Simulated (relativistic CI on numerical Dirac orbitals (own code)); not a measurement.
# d8 in a ligand field

Computed with a parametric ligand-field model of a d^n configuration (Racah B and C, spin-orbit zeta, crystal field), exact diagonalisation.

Field parameters in Wybourne normalisation: D3d B²₀ = −7Dσ, B⁴₀ = −14Dq − 21Dτ, B⁴₃ = −14√(10/7) Dq; Oh B⁴₀ = 21Dq, B⁴₄ = √(5/14) B⁴₀; Td as Oh with Dq negative (B⁴₀ = 21Dq, B⁴₄ = √(5/14) B⁴₀). The field is a parameter set, without covalency.

Question: Ground term and bands for B = 720, C = 3220, ζ = 0 cm⁻¹, Oh, 10Dq = 29050 cm⁻¹?

Answer: Ground term 3A2 with 2.00 electrons in the two orbitals of the cubic e set. Spin-allowed: 3T2 29050 cm⁻¹ (344 nm), 3T1 36891 cm⁻¹ (271 nm), 3T1 61059 cm⁻¹ (164 nm). Lowest spin-forbidden: 1E 12094 cm⁻¹ (827 nm), 1A1 22388 cm⁻¹ (447 nm), 1T2 41042 cm⁻¹ (244 nm). With an A2 ground term the first spin-allowed band lies at |10Dq| itself.

Question: A d8 ion in Oh symmetry has the ground term 3A2 and bands at 1E 18693 cm⁻¹ (535 nm), 1A1 34014 cm⁻¹ (294 nm), 3T2 38200 cm⁻¹ (262 nm), 3T1 49388 cm⁻¹ (202 nm), 1T2 56732 cm⁻¹ (176 nm), 3T1 80812 cm⁻¹ (124 nm). Which parameters reproduce them?

Answer: B = 1040, C = 5270, ζ = 0 cm⁻¹, Oh, 10Dq = 38200 cm⁻¹.

Question: Ground term and bands for B = 1020, C = 3590, ζ = 0 cm⁻¹, D3d, 10Dq = 19150, Dσ = 1200, Dτ = -190 cm⁻¹?

Answer: Ground term 3A2 with 2.01 electrons in the two orbitals of the cubic e set. Spin-allowed: 3A1 17941 cm⁻¹ (557 nm), 3E 18961 cm⁻¹ (527 nm), 3E 27142 cm⁻¹ (368 nm), 3A2 29458 cm⁻¹ (339 nm). Lowest spin-forbidden: 1E 14916 cm⁻¹ (670 nm), 1A1 26150 cm⁻¹ (382 nm), 1A1 32485 cm⁻¹ (308 nm).

Question: A d8 ion in Td symmetry has the ground term 3T1 and bands at 3T2 2189 cm⁻¹, 3A2 4839 cm⁻¹ (2066 nm), 1T2 12466 cm⁻¹ (802 nm), 1E 13257 cm⁻¹ (754 nm), 3T1 16279 cm⁻¹ (614 nm), 1T2 19393 cm⁻¹ (516 nm). Which parameters reproduce them?

Answer: B = 970, C = 3410, ζ = 0 cm⁻¹, Td, 10Dq = -2650 cm⁻¹.

Question: Ground term and bands for B = 480, C = 2180, ζ = 0 cm⁻¹, D3d, 10Dq = 32150, Dσ = -1200, Dτ = -40 cm⁻¹?

Answer: Ground term 3A2 with 2.00 electrons in the two orbitals of the cubic e set. Spin-allowed: 3E 30884 cm⁻¹ (324 nm), 3A1 33416 cm⁻¹ (299 nm), 3E 37681 cm⁻¹ (265 nm), 3A2 38419 cm⁻¹ (260 nm). Lowest spin-forbidden: 1E 8144 cm⁻¹ (1228 nm), 1A1 15500 cm⁻¹ (645 nm), 1E 38397 cm⁻¹ (260 nm).
